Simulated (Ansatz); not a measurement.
System: RbO, net charge 0, doublet state. SMILES: [O][Rb]
Geometry from a B3LYP-D3(BJ)/def2-TZVP (Ansatz, a first-principles code) optimisation:
```
Rb
O 1 2.3531
```
Charge 0, spin multiplicity 2.

Parts of the frozen-core correlation energy in def2-SVP (Ansatz, hartree). Frozen orbitals: 5; correlated occupied orbitals by spin: 4 and 3; virtual: 29 and 30. Open shells are spin-unrestricted. No spin-orbit coupling. Past Kr the def2 sets carry scalar-relativistic core potentials.

```tsv
term	value
reference (HF)	-98.54494
MP2 opposite-spin	-0.11237
MP2 same-spin	-0.03933
CCSD correlation	-0.16240
(T)	-0.00232
CCSDT minus CCSD(T)	-0.00030
CCSDT(Q) minus CCSD(T)	-0.00073
T1 diagnostic	0.023
largest doubles amplitude	0.047
<S^2> of the reference	0.758
```
